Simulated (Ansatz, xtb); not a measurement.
ClH7SSi3: 5 structures ranked

5 gas-phase structures of ClH7SSi3, from a drawn sample of its isomers (lower ones may exist). Each was relaxed with GFN2-xTB; where two conformers were screened, the lower at r2SCAN-D4/def2-SVP is listed:

A. `[SiH3][SiH2][Si@@H](S)Cl`, a singlet
B. `[SiH3][Si@@H](S)[SiH2]Cl`, a singlet
C. `[SiH3][Si@@H](Cl)[SiH2]S`, a singlet
D. `S[SiH2][SiH2][SiH2]Cl`, a singlet
E. `[SiH3][Si]([SiH3])(S)Cl`, a singlet

Which do you expect lowest at r2SCAN-D4/def2-SVP, and how would the others follow?

Calculated order at r2SCAN-D4/def2-SVP: E (0.0), A (0.6), D (3.1), B (3.5), C (3.5) kcal/mol. Less than 1 kcal/mol parts E and A; D and B; B and C, so the order within those pairs means little.

Energies above the lowest of each column, in kcal/mol; the last columns are at PBE0-D3(BJ)/def2-SVP geometries:

```csv
structure,GFN2-xTB,HF/STO-3G,r2SCAN-D4/def2-SVP,PBE0-D3(BJ)/def2-SVP,CCSD(T)/def2-SVP + ΔMP2/def2-TZVPP
E,3.7,0.0,0.0,0.8,0.4
A,3.0,0.2,0.6,0.0,0.0
D,1.1,1.8,3.1,2.7,2.3
B,0.3,2.3,3.5,3.0,2.3
C,0.0,1.5,3.5,3.3,2.7
```

CCSD(T)/def2-SVP + ΔMP2/def2-TZVPP puts A lowest, with E within 1 kcal/mol; GFN2-xTB picks C. CCSD(T)/def2-SVP + ΔMP2/def2-TZVPP orders those it was run on as A (0.0), E (0.4), B (2.3), D (2.3), C (2.7) kcal/mol. Less than 1 kcal/mol parts A and E; B and D; D and C, so the order within those pairs means little. Flexible structures stand in one conformer each, not always the lowest. ΔMP2 is the change of the MP2 energy from the smaller to the larger basis.

Over these structures GFN2-xTB departs from r2SCAN-D4/def2-SVP by 2.9 kcal/mol on average once a common shift is removed. A GFN2-xTB relaxation took about 0.18 s and the r2SCAN-D4/def2-SVP energy about 1.7 s on a shared host (Ansatz 0.2.0, xtb 6.7.1).
